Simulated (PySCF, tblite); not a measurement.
C5H6N2O2Si.
Structure used (GFN2-xTB), in Å, numbered top down from 1:
```
atom  x, y, z in Å
N1    -1.4657   -2.1664    1.6131
C2    -1.3082   -1.3106    0.8736
C3    -1.0934   -0.2233   -0.0527
C4    -0.2138   -0.6920   -1.2259
O5     1.0697   -1.0626   -0.8319
Si6    1.9075   -0.3122    0.3524
O7     0.8458    0.6223    1.1886
C8    -0.4166    0.9508    0.7007
C9    -0.3529    2.0931   -0.1994
N10   -0.2872    2.9737   -0.9239
H11   -2.0618    0.1095   -0.4434
H12   -0.1562    0.1197   -1.9637
H13   -0.6732   -1.5667   -1.7013
H14    2.3354   -1.3274    1.2896
H15    2.8983    0.5657   -0.2553
H16   -1.0352    1.2353    1.5680
```

Method: PBE0/pcSseg-1 in PySCF (dipole) on a GFN2-xTB geometry, gas phase.

Take the most abundant isotopes and a rigid rotor. The values belong to one conformer with, in the numbering `[N:1]#[C:2][C@@H:3]1[CH2:4][O:5][SiH2:6][O:7][C@H:8]1[C:9]#[N:10]`, C2–C3–C4–O5 -64°, C3–C4–O5–Si6 -36°, C4–O5–Si6–O7 14°, O5–Si6–O7–C8 -16°.

(1) Give the principal moments of inertia and the rotational constants in MHz.

(2) Classify the top.

(3) What does the inertial defect say?

(4) Give the other two planar moments, Paa and Pbb, and the rms extents of the mass along the axes.

(5) Where do the levels up to J = 3 lie, in MHz?

(6) Which types of transition are allowed, and where do some lines up to J = 4 fall?

(7) Estimate the classical rotational partition function at 10 K, 100 K and 200 K.

Answers

(1) Ia = 322.16, Ib = 440.70, Ic = 553.56 u·Å²; 505379 MHz·u·Å²/I gives A = 1569, B = 1147, C = 913.0 MHz.

(2) An asymmetric top: κ = (2 × 1147 − 1569 − 913.0)/(1569 − 913.0) = -0.29.

(3) Not planar: Δ = Ic − Ia − Ib = -209.30 u·Å². For a rigid frame Δ = −2 Σ m c², so Σ m c² = 104.65 u·Å² lies off the ab plane: 13.71 from hydrogen and 90.94 from heavier atoms. The atom farthest from that plane is 2.33 Å away.

(4) Paa = Σ m a² = (Ib + Ic − Ia)/2 = 336.05 and Pbb = Σ m b² = (Ia + Ic − Ib)/2 = 217.51 u·Å². With the mass M = 154.02 u, the rms extents √(P/M) along a, b and c are 1.48, 1.19, 0.82 Å.

(5) Above 0(0,0):
J = 1: 1(0,1) 2060, 1(1,1) 2482, 1(1,0) 2715
J = 2: 2(0,2) 6106, 2(1,2) 6367, 2(1,1) 7069, 2(2,1) 8335, 2(2,0) 8408
J = 3: 3(0,3) 12028, 3(1,3) 12155, 3(1,2) 13543, 3(2,2) 14514, 3(2,1) 14844, 3(3,1) 17249, 3(3,0) 17264
Those of J = 1 are B + C, A + C and A + B.

(6) The dipole components are |μa| = 0.42 D, |μb| = 0.38 D, |μc| = 1.02 D. The squared components, which scale the intensities, stand as 0.17 : 0.14 : 1.00 (a : b : c). Some lines, for components of 0.1 D or more:

```csv
type,branch,"J(Ka,Kc)",MHz,lower level (cm⁻¹)
a,Q,"4(2,2) ← 4(2,3)",832,0.757
a,Q,"3(1,2) ← 3(1,3)",1388,0.405
b,Q,"3(1,2) ← 3(0,3)",1514,0.401
b,Q,"4(1,3) ← 4(0,4)",2289,0.659
b,Q,"3(2,2) ← 3(1,3)",2359,0.405
c,R,"1(1,0) ← 0(0,0)",2715,0.000
b,R,"2(0,2) ← 1(1,1)",3624,0.083
a,R,"2(1,2) ← 1(1,1)",3886,0.083
a,R,"2(0,2) ← 1(0,1)",4046,0.069
a,R,"3(1,3) ← 2(1,2)",5788,0.212
b,R,"4(1,4) ← 3(0,3)",7786,0.401
c,R,"3(2,2) ← 2(1,2)",8146,0.212
c,R,"3(3,0) ← 2(2,0)",8856,0.280
```

(7) Point group C1, symmetry number σ = 1; q = (√π/σ)·√((kT/h)³/(ABC)), k/h = 20836.6 MHz/K: 4160 at 10 K, 132000 at 100 K, 372000 at 200 K.

Its GFN2-xTB frequencies are all real (lowest 59 cm⁻¹). These are rigid-rotor constants of the computed structure; measured ground-state constants (B0) also hold zero-point vibration. Quadrupole hyperfine structure (14N) is left out.

Time: 48 s (with the writing of density and orbital grids); peak memory 0.93 GiB. Hardware: one thread of an Arm Neoverse V1, on a shared host. This is the PBE0/pcSseg-1 job that gave the dipole, with the shieldings it also computed.
